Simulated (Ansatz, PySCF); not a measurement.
Molecule: C3H4O (charge 0, singlet). SMILES: O=C1CC1
Geometry: optimised at B3LYP-D3(BJ)/def2-TZVP (Ansatz, a program for electronic structure).

Wanted: atomisation energy (electronic, to ground-state atoms), in kcal/mol. Valence correlation only, unless marked. Open shells are spin-unrestricted. Spin-orbit coupling is left out. Non-relativistic. The coupled-cluster limit lacks core correlation, which all-electron functionals hold. CBS marks a two-point X^-3 extrapolation of the correlation energy; Hartree-Fock from the larger set.

```tsv
level	program	atomisation energy (kcal/mol)
BHLYP-D4/def2-TZVPD	Ansatz + dftd4	773.6
BHLYP/def2-TZVPD	Ansatz	770.8
TPSSh/def2-TZVPD	PySCF	805.8
CAM-B3LYP/def2-TZVPD	Ansatz	?
wB97M-V/def2-TZVPD	Ansatz	809.1
PBE-QIDH/def2-TZVPD	Ansatz	?
CCSD(T)/CBS(cc-pVTZ,cc-pVQZ)	Ansatz	?
```

### Question
What belongs in the gaps?

### Answer

- CAM-B3LYP/def2-TZVPD, atomisation energy (kcal/mol): 807.4
- PBE-QIDH/def2-TZVPD, atomisation energy (kcal/mol): 803.6
- CCSD(T)/CBS(cc-pVTZ,cc-pVQZ), atomisation energy (kcal/mol): 803.5
